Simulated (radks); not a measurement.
Ionisation of the lead ion Pb3+, [Xe] 4f14 5d10 6s1, to [Xe] 4f14 5d10 as the strength of local exchange is varied. Calculated with a radial shooting solver on a logarithmic mesh with Libxc functionals: scalar-relativistic Kohn-Sham, Slater X-alpha exchange (alpha = 2/3 is LDA exchange), no correlation, spin-unpolarised, spherical densities, point nucleus.

alpha,E(Pb3+) (hartree),exchange (hartree),IE (eV),-e of the level emptied (eV),<r> of it (bohr)
0.574,-20809.1529,-314.2043,40.589,35.395 (6s),2.129
0.606,-20826.7846,-332.0091,41.015,35.815 (6s),2.118
0.667,-20860.4375,-366.0338,41.833,36.622 (6s),2.099
0.79,-20928.4642,-434.9765,43.499,38.271 (6s),2.061
0.882,-20979.4940,-486.8364,44.762,39.524 (6s),2.033

NIST Atomic Spectra Database: 42.333 eV (measured). The Delta-SCF value meets it near alpha = 0.70. Spin polarisation and multiplet splitting are left out, so open shells lie too high by an amount that depends on their filling.

Beside tabulated values, note that spin-unpolarised runs miss the spin-polarisation part of the exchange energy of open shells, and scalar-relativistic runs lack spin-orbit coupling.
